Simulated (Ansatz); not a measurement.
C₄H₉NaO, triplet, at the geometry of the source list (a higher spin typed on purpose: for a closed-shell molecule this is an excited state); Ansatz (an electronic-structure program) with R2SCAN/cc-pVDZ.

The Ansatz input:
Ansatz 0.2 input:
```yaml
crystal:
  periodic: [false, false, false]
  atoms:
    - {symbol: Na, position_ang: [1.75540000, 2.12710000, 1.42110000]}
    - {symbol: O, position_ang: [0.33980000, 0.98330000, 1.23090000]}
    - {symbol: C, position_ang: [-0.00320000, 0.13190000, 0.22460000]}
    - {symbol: C, position_ang: [1.09250000, -0.92960000, -0.01160000]}
    - {symbol: C, position_ang: [-1.31440000, -0.60360000, 0.59010000]}
    - {symbol: C, position_ang: [-0.23230000, 0.89090000, -1.10010000]}
    - {symbol: H, position_ang: [0.79550000, -1.64270000, -0.77630000]}
    - {symbol: H, position_ang: [1.27870000, -1.46100000, 0.91880000]}
    - {symbol: H, position_ang: [2.01770000, -0.43470000, -0.32360000]}
    - {symbol: H, position_ang: [-1.16720000, -1.15260000, 1.51560000]}
    - {symbol: H, position_ang: [-1.61260000, -1.29120000, -0.19690000]}
    - {symbol: H, position_ang: [-2.09990000, 0.12920000, 0.74920000]}
    - {symbol: H, position_ang: [0.69920000, 1.37720000, -1.40690000]}
    - {symbol: H, position_ang: [-0.98950000, 1.65590000, -0.94480000]}
    - {symbol: H, position_ang: [-0.55990000, 0.22000000, -1.89000000]}
basis:
  gaussian:
    orbitals: cc-pVDZ
hamiltonian:
  xc: r2scan
magnetization: {spin_polarized: true, initial_magnetization: 2}
```

### Question
Write the output that Ansatz gives for this input, abridged.

### Answer

```
Functional definition: r2SCAN
1625 factors; their error is unknown
mean field evaluation 1: about -10740.1367 eV, gradient 4.6e1 eV
mean field evaluation 2: about -10731.2513 eV, gradient 6.0e1 eV
mean field evaluation 4: about -10751.1699 eV, gradient 6.6e0 eV
mean field evaluation 8: about -10751.3576 eV, gradient 1.9e-1 eV
mean field evaluation 16: about -10751.2722 eV, gradient 3.8e-3 eV
mean field evaluation 32: about -10751.2722 eV, gradient 3.3e-5 eV
mean field evaluation 64: about -10751.2524 eV, gradient 1.6e0 eV
mean field -10751.27217523 eV, -395.1019649657 hartree, gradient 7.9e-6 eV, S^2 2.004469; 5 other end points of the search recorded, 0 dependent functions left out
reference -10751.27221819 eV, -395.1019665443 hartree; 27, 25 occupied and 106, 108 virtual orbitals, 1625 factors
Total energy: -10751.27221819 eV, -395.1019665443 hartree
```
